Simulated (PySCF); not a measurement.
# Excited states of Sb⁵⁺ (antimony, charge +5)

Ground state [Kr] 4d10, ¹S. Computed with PySCF 2.14 in x2c-TZVPall with one added diffuse shell each of s, p, d, f type (9s7p5d3f, 76 functions), with scalar relativity by spin-free X2C-1e. Vertical excitation energies in eV without spin-orbit coupling; excited terms of each kind are numbered among those the solver found. Frozen: [Kr].

| term | leading excitation | EOM-EE-CCSD |
| --- | --- | --- |
| 1 3D | 4d → s | 30.844 |
| 1 1D | 4d → s | 31.550 |
| 1 3P° | 4d → p | 42.028 |
| 1 3F° | 4d → p | 42.598 |
| 1 1F° | 4d → p | 43.024 |
| 1 1D° | 4d → p | 43.638 |
| 1 1P° | 4d → p | 43.663 |
| 1 3D° | 4d → p | 43.668 |
| 1 3S | 4d → d | 58.814 |
| 1 3G | 4d → d | 59.702 |
| 1 1G | 4d → d | 59.892 |

The spin-orbit splitting of the hole, absent here, rivals or exceeds the spacing of these terms, so the LS terms are model states.

The solver can miss terms.
